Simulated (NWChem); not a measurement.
System: AlH3S; SMILES [AlH2][SH]

NWChem input:

```
start job
memory heap 200 mb stack 900 mb global 1100 mb
geometry units angstroms noautoz
  Al     0.138606    -1.155219     0.054463
  H      1.349849    -2.007715    -0.502614
  H     -1.299145    -1.734423     0.385028
  S      0.524938     0.972401     0.375561
  H     -0.720223     1.247508     0.823760
end
basis spherical
  * library def2-svp
end
dft
  xc xcamb88 1.00 lyp 0.81 vwn_5 0.19 hfexch 1.00
  cam 0.33 cam_alpha 0.19 cam_beta 0.46
  iterations 150
  mulliken
end
task dft energy
```

NWChem printed, in part:

```
             Northwest Computational Chemistry Package (NWChem) 7.3.0
             --------------------------------------------------------

 CS  symmetry detected

                             Geometry "geometry" -> ""
                             -------------------------

 Output coordinates in angstroms (scale by  1.889725989 to convert to a.u.)

  No.       Tag          Charge          X              Y              Z
 ---- ---------------- ---------- -------------- -------------- --------------
    1 Al                  13.0000     0.01736261    -1.11970679     0.00000000
    2 H                    1.0000     1.42279290    -1.84700281     0.00000000
    3 H                    1.0000    -1.38427135    -1.85950451     0.00000000
    4 S                   16.0000     0.06352665     1.06592632     0.00000000
    5 H                    1.0000    -1.28066186     1.20787448     0.00000000

 Effective nuclear repulsion energy (a.u.)      73.6006027760

      Symmetry information
      --------------------

 Group name             Cs
 Group number              2
 Group order               2
 No. of unique centers     5

                                 NWChem DFT Module
                                 -----------------

 Summary of "ao basis" -> "ao basis" (spherical)
 ------------------------------------------------------------------------------
       Tag                 Description            Shells   Functions and Types
 ---------------- ------------------------------  ------  ---------------------
 Al                         def2-svp                 8       18   4s3p1d
 H                          def2-svp                 3        5   2s1p
 S                          def2-svp                 8       18   4s3p1d

      Symmetry analysis of basis
      --------------------------

        a'         38
        a"         13

            General Information
            -------------------
          SCF calculation type: DFT
          Wavefunction type:  closed shell.
          No. of atoms     :     5
          No. of electrons :    32
           Alpha electrons :    16
            Beta electrons :    16
          Charge           :     0
          Spin multiplicity:     1
          Use of symmetry is: on ; symmetry adaption is: on
          Maximum number of iterations: 150
          AO basis - number of functions:    51
                     number of shells:    25
          Convergence on energy requested:  1.00D-06
          Convergence on density requested:  1.00D-05
          Convergence on gradient requested:  5.00D-04

              XC Information
              --------------
                     Hartree-Fock (Exact) Exchange  1.000
                   CAM-Becke88 Exchange Functional  1.000
                      VWN V Correlation Functional  0.190 local
              Lee-Yang-Parr Correlation Functional  0.810

           Range-Separation Parameters
           ---------------------------
           Alpha           :  0.19
           Beta            :  0.46
           Gamma           :  0.33
           Short-Range HF  :     F

             Grid Information
             ----------------
          Grid used for XC integration:  medium
          Radial quadrature: Mura-Knowles
          Angular quadrature: Lebedev.
          Tag              B.-S. Rad. Rad. Pts. Rad. Cut. Ang. Pts.
          ---              ---------- --------- --------- ---------
          Al                  1.25       88           9.0       590
          H                   0.35       45          11.0       434
          S                   1.00       88          10.0       590
          Grid pruning is: on
          Number of quadrature shells:   311
          Spatial weights used:  Erf1

      Superposition of Atomic Density Guess
      -------------------------------------

 Sum of atomic energies:        -640.63657269

      Non-variational initial energy
      ------------------------------

 Total energy =    -640.948876
 1-e energy   =   -1033.784958
 2-e energy   =     319.235479
 HOMO         =      -0.338238
 LUMO         =       0.003367

      Symmetry analysis of molecular orbitals - initial
      -------------------------------------------------

  Numbering of irreducible representations:

     1 a'          2 a"

  Orbital symmetries:

     1 a'          2 a'          3 a'          4 a'          5 a'
     6 a"          7 a'          8 a'          9 a'         10 a"
    11 a'         12 a'         13 a'         14 a'         15 a'
    16 a"         17 a"         18 a'         19 a'         20 a'
    21 a'         22 a'         23 a'         24 a'         25 a"
    26 a'

     ---------------------------------------------
      Total Density - Mulliken Population Analysis
     ---------------------------------------------

    Atom       Charge   Shell Charges
 -----------   ------   -------------------------------------------------------
    1 Al  13    12.22   2.00  1.99  0.93  0.19  5.93  0.61  0.46  0.10
    2 H    1     1.21   0.71  0.49  0.01
    3 H    1     1.21   0.71  0.50  0.01
    4 S   16    16.58   2.00  1.99  1.21  0.63  5.94  1.85  2.93  0.02
    5 H    1     0.78   0.57  0.18  0.03

   convergence    iter        energy       DeltaE   RMS-Dens  Diis-err
 ---------------- ----- ----------------- --------- --------- ---------
 d= 0,ls=0.0,diis     1   -642.2275663779 -7.16D+02  9.99D-03  1.89D-01
 d= 0,ls=0.0,diis     2   -642.2490348029 -2.15D-02  4.51D-03  3.21D-02
 d= 0,ls=0.0,diis     3   -642.2537654453 -4.73D-03  1.29D-03  3.63D-03
 d= 0,ls=0.0,diis     4   -642.2543813083 -6.16D-04  2.08D-04  8.42D-05
 d= 0,ls=0.0,diis     5   -642.2543962001 -1.49D-05  7.71D-05  3.87D-06
  Resetting Diis
 d= 0,ls=0.0,diis     6   -642.2543975023 -1.30D-06  1.29D-05  6.96D-08
 d= 0,ls=0.0,diis     7   -642.2543975334 -3.12D-08  3.02D-06  8.06D-09

         Total DFT energy =     -642.254397533440
      One electron energy =    -1035.214908639421
           Coulomb energy =      364.807714973145
    Exchange-Corr. energy =      -45.447806643160
 Nuclear repulsion energy =       73.600602775996

 Numeric. integr. density =       32.000003583549

                  Occupations of the irreducible representations
                  ----------------------------------------------

                     irrep           alpha         beta
                     --------     --------     --------
                     a'               13.0         13.0
                     a"                3.0          3.0

                       DFT Final Molecular Orbital Analysis
                       ------------------------------------

 Vector   14  Occ=2.000000D+00  E=-3.752605D-01  Symmetry=a'
              MO Center=  5.1D-01, -1.3D+00, -4.6D-16, r^2= 3.1D+00
   Bfn.  Coefficient  Atom+Function         Bfn.  Coefficient  Atom+Function
  ----- ------------  ---------------      ----- ------------  ---------------
    19      0.365317  2 H  s                  8      0.237552  1 Al px
    20      0.231989  2 H  s                 40      0.207328  4 S  py
    24     -0.201116  3 H  s                 37      0.172025  4 S  py
    11      0.166190  1 Al px                 5     -0.144291  1 Al px
    25     -0.126857  3 H  s                  9     -0.113328  1 Al py

 Vector   15  Occ=2.000000D+00  E=-3.618117D-01  Symmetry=a'
              MO Center= -3.1D-01,  8.1D-02, -1.1D-15, r^2= 3.6D+00
   Bfn.  Coefficient  Atom+Function         Bfn.  Coefficient  Atom+Function
  ----- ------------  ---------------      ----- ------------  ---------------
    40      0.415488  4 S  py                37      0.329063  4 S  py
    24      0.267120  3 H  s                 25      0.216798  3 H  s
     9     -0.187406  1 Al py                34      0.187911  4 S  py
    39      0.163977  4 S  px                32      0.156701  4 S  s
    31      0.131181  4 S  s                 36      0.129519  4 S  px

 Vector   16  Occ=2.000000D+00  E=-3.298611D-01  Symmetry=a"
              MO Center=  4.0D-02,  8.8D-01,  6.2D-16, r^2= 1.7D+00
   Bfn.  Coefficient  Atom+Function         Bfn.  Coefficient  Atom+Function
  ----- ------------  ---------------      ----- ------------  ---------------
    41      0.612628  4 S  pz                38      0.431053  4 S  pz
    35      0.247326  4 S  pz                13      0.133576  1 Al pz
    10      0.097266  1 Al pz                 7     -0.059405  1 Al pz
    15      0.053311  1 Al d -1              43     -0.029409  4 S  d -1

 Vector   17  Occ=0.000000D+00  E=-1.344116D-02  Symmetry=a"
              MO Center=  1.5D-02, -1.0D+00,  6.1D-15, r^2= 4.1D+00
   Bfn.  Coefficient  Atom+Function         Bfn.  Coefficient  Atom+Function
  ----- ------------  ---------------      ----- ------------  ---------------
    13      0.806076  1 Al pz                41     -0.344834  4 S  pz
    10      0.312278  1 Al pz                 7     -0.179642  1 Al pz
    38     -0.153450  4 S  pz                35     -0.089968  4 S  pz
    43     -0.039337  4 S  d -1

 Vector   18  Occ=0.000000D+00  E= 5.503059D-02  Symmetry=a'
              MO Center= -2.8D-01,  5.6D-02,  2.1D-16, r^2= 5.2D+00
   Bfn.  Coefficient  Atom+Function         Bfn.  Coefficient  Atom+Function
  ----- ------------  ---------------      ----- ------------  ---------------
    32     -1.117109  4 S  s                  4      1.056999  1 Al s
    12      0.834400  1 Al py                48      0.690344  5 H  s
    39      0.454120  4 S  px                40      0.350479  4 S  py
    20     -0.263924  2 H  s                 31     -0.222754  4 S  s
    11      0.190447  1 Al px                30      0.191197  4 S  s

[...]
```

Level: CAM-B3LYP/def2-SVP. Geometry: optimised at PBE0/def2-SVP.
